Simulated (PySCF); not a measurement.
**A small calculation by hand: chemical shift, span and skew from a shielding tensor**

Si(Cl)(F)2(OAc) (C₂H₃ClF₂O₂Si), SMILES CC(=O)O[Si](F)(F)Cl. Atoms are numbered in the order given.

```xyz
11

C     -3.1449     0.2154     0.4580
C     -1.7855     0.1995    -0.1752
O     -1.4933     0.6092    -1.2643
O     -0.8428    -0.3558     0.6432
Si     0.7449    -0.4335     0.1459
F      0.9007    -1.3384    -1.1605
F      1.5078    -1.1750     1.3397
Cl     1.5635     1.3844    -0.1330
H     -3.8689     0.6621    -0.2333
H     -3.4408    -0.8129     0.7140
H     -3.1037     0.7893     1.3958
```

The structure is a stationary point at ωB97X-D3(BJ)/def2-SVP. Other conformers were not sampled.

GIAO shieldings from PBE/pcSseg-1 (PySCF), non-relativistic, no solvent. The symmetric part of the tensor of C1 has the principal values 137.1, 147.7, 188.9 ppm. The same nucleus in TMS has σ = 182.0 ppm at this level (PySCF, at its B3LYP-D3(BJ)/def2-TZVP geometry). Without spin–orbit terms, shifts of atoms bonded to Cl or Br come out too high.

### Question
Work out the isotropic shielding, the ¹³C shift against TMS, the span and the skew.

### Answer

σ(iso) = (σ11 + σ22 + σ33)/3 = 157.9 ppm. δ = σ(ref) − σ(iso) = 182.0 − (157.9) = 24.1 ppm.
Span Ω = σ33 − σ11 = 51.8 ppm. Skew κ = 3(σ(iso) − σ22)/Ω = 0.59. Tumbling in solution averages the tensor to δ; in a static solid the shielding alone would spread this spin-1/2 line over Ω.
